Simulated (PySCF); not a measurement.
Compound: [NbO3(OH)]2- (charge -2 and singlet state).
Bonds: Nb1–O2, Nb1–O3, Nb1–O4, Nb1–O5. Hydrogens: H6 on O5.
The ion is multiply charged and has no counter-ions or solvent; whether it holds all its electrons wasn't checked.

Computed by this run: PBE0-D3(BJ)/def2-SVP geometry optimisation, gas phase, def2 core potentials past Kr in PySCF; density fitting, grid level 1; the optimiser is geomeTRIC in internal coordinates, started from a GFN2-xTB structure.

Step 0: E = -9742.4267 eV
```
atom  x, y, z in Å  |  force x, y, z in eV/Å
Nb1     0.2088    0.3586    0.3408   -1.065  -1.904  -1.135
O2      0.1997    0.3808    2.1121   -0.073  -0.101   1.614
O3      1.8620    0.3159   -0.2945    1.469  -0.045  -0.524
O4     -0.6467    1.7579   -0.3276   -0.790   1.274  -0.557
O5     -0.7979   -1.4019   -0.4331    0.313   0.530   0.399
H6     -0.8258   -1.4112   -1.3977    0.146   0.246   0.204
```

Q: Estimate the geometry and energy of step 1. (The exact step hangs on the optimiser's Hessian estimate; all steps are aligned on step 0, rigid shifts and turns removed.)

A: E = -9742.5710 eV, largest force 0.959 eV/Å
```
atom  x, y, z in Å  |  force x, y, z in eV/Å
Nb1     0.1894    0.3256    0.3093    0.437   0.779   0.351
O2      0.1699    0.3296    2.1388   -0.056  -0.125  -0.912
O3      1.8973    0.2726   -0.3399   -0.759  -0.031   0.215
O4     -0.7013    1.7694   -0.3740    0.344  -0.671   0.239
O5     -0.7735   -1.3610   -0.3868   -0.026  -0.055   0.156
H6     -0.7817   -1.3363   -1.3474    0.059   0.103  -0.049
```

The energy changes by -0.1442 eV. The first-order estimate −F·Δx gives -0.4138 eV and the mean of the old and new forces, exact on a quadratic surface, -0.1458 eV. The step makes an angle of 52° with the force vector and moves no atom by more than 0.100 Å.

The cost below is that of the whole optimisation. On one thread of an Intel Xeon 6975P-C, on a shared host, this took 20 s and 0.36 GiB of memory at its peak.
